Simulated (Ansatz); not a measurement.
The inner images of a band of GeH4O (6 atoms, charge 0, multiplicity 1) are given out of order.

The calculation used RKS r2SCAN-D4/def2-SVP in Ansatz.

Initial state:

```xyz
6
Properties=species:S:1:pos:R:3
Ge 0.209 -0.045 0.130
H 0.099 0.051 1.664
H 1.661 0.093 -0.327
O -0.621 1.333 -0.646
H -1.568 1.339 -0.456
H -0.399 -1.378 -0.348
```

Final state:

```xyz
6
Properties=species:S:1:pos:R:3
Ge 0.105 -0.157 -1.082
H 1.011 -0.149 1.426
H 1.573 0.181 1.028
O -0.884 1.333 -0.937
H -1.642 1.246 -0.342
H -0.783 -1.062 -0.076
```

Question: Put them in order from the first end to the last, with their energies above the first end.
A.
```xyz
6
Properties=species:S:1:pos:R:3
Ge 0.303 -0.078 -0.533
H 0.390 -0.057 1.222
H 1.453 0.195 0.482
O -0.756 1.344 -0.793
H -1.516 1.336 -0.197
H -0.494 -1.347 -0.164
```
B.
```xyz
6
Properties=species:S:1:pos:R:3
Ge 0.313 -0.108 -0.786
H 0.600 -0.032 1.179
H 1.294 0.164 0.702
O -0.756 1.338 -0.769
H -1.535 1.316 -0.201
H -0.535 -1.286 -0.107
```
C.
```xyz
6
Properties=species:S:1:pos:R:3
Ge 0.208 -0.151 -1.001
H 0.796 -0.074 1.277
H 1.401 0.186 0.875
O -0.795 1.327 -0.826
H -1.556 1.244 -0.237
H -0.673 -1.139 -0.070
```
D.
```xyz
6
Properties=species:S:1:pos:R:3
Ge 0.229 -0.071 -0.248
H 0.255 -0.008 1.316
H 1.628 0.186 0.229
O -0.741 1.314 -0.828
H -1.493 1.371 -0.218
H -0.497 -1.399 -0.234
```
E.
```xyz
6
Properties=species:S:1:pos:R:3
Ge 0.199 -0.065 -0.021
H 0.130 0.057 1.492
H 1.701 0.147 -0.076
O -0.712 1.264 -0.804
H -1.494 1.413 -0.253
H -0.443 -1.423 -0.321
```

Answer: E (+0.27 eV), D (+1.46 eV), A (+2.41 eV), B (+1.62 eV), C (+1.32 eV).

Run time: 2.3 min on 1 thread of Arm Neoverse V2, on a shared host, peak memory 0.12 GiB.
